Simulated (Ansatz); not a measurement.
Z-matrix (Å, degrees):
```
C
C 1 1.484
H 1 1.087 2 110.0
H 1 1.092 2 109.7 3 -121.2
H 1 1.092 2 109.7 3 121.2
F 2 1.363 1 109.8 3 180.0
N 2 1.237 1 127.8 3 -0.0
Si 7 1.734 2 131.3 1 180.0
H 8 1.487 7 115.1 2 0.2
H 8 1.484 7 107.0 2 121.6
H 8 1.484 7 107.0 2 -121.3
```

Charge 0, multiplicity 1.

Problem. List the ωB97M-V/def2-TZVPP orbital energies in eV (Ansatz 0.2.0). (Best estimate.)

Solution. Computed: Occupied: -1807.14, -678.04, -394.28, -285.29, -281.96, -148.17, -102.30, -102.28, -102.27, -37.18, -28.39, -24.03, -19.70, -18.58, -16.60, -16.56, -15.51, -14.30, -14.24, -13.38, -12.71, -12.12, -10.99, -10.22. Lowest empty: 1.81, 2.19, 3.01, 3.45, 3.52, 3.70, 4.63, 4.81.
